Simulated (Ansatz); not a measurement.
Consider the ligand exchange at a B–S bond: `CCSBCl` + H₂Se → `ClB[SeH]` + `CCS`.

Gas-phase electronic energies from Ansatz, PBE0-D4/def2-TZVP geometries. CCSD(T)/CBS is the MP2 limit (def2-TZVPP, def2-QZVPP) plus CCSD(T) − MP2 in def2-TZVPP, frozen cores. Functionals use def2-TZVPP. For Se outer-core shells are correlated without core-valence functions, which leaves a few kJ/mol of doubt a bond. Scalar relativity is left out up to krypton. Each species was taken in one conformer, which may not be the lowest.

Question: Is it downhill or uphill in electronic energy at CCSD(T)/CBS, and by how much? (Best estimate.)

Answer: The calculation gave: Uphill: ΔE = +17.9 kJ/mol.

Question: What do these levels give: LDA (SPW92), r2SCAN0-D4, PBE, revPBE, LC-ωPBE, CCSD/CBS(def2)? (Best estimate.)

Answer: Computed: LDA (SPW92) 25.8, r2SCAN0-D4 20.6, PBE 17.6, revPBE 13.7, LC-ωPBE 17.6, CCSD/CBS(def2) 15.7 kJ/mol.

Largest T1 diagnostic among the species: 0.012.

The D4 term adds +6.0 kJ/mol with B3LYP and +3.6 kJ/mol with PBE0; it sums over pairs of atoms, weighted by their polarisabilities, and B3LYP, whose exchange is more repulsive, gets the larger term. Leaving LDA and LC-ωPBE aside and taking each functional with its dispersion term where it has one, the values, not all of them listed here, spread over 6.8 kJ/mol, from B2PLYP to B97M-V. LDA lies +8.2 kJ/mol from PBE without D4. At CCSD(T), def2-SVP lies +9.1 kJ/mol from the extrapolated value and def2-TZVPP +0.7 kJ/mol.

B3LYP here is the variant with VWN-RPA as its local correlation; programs differ in this.
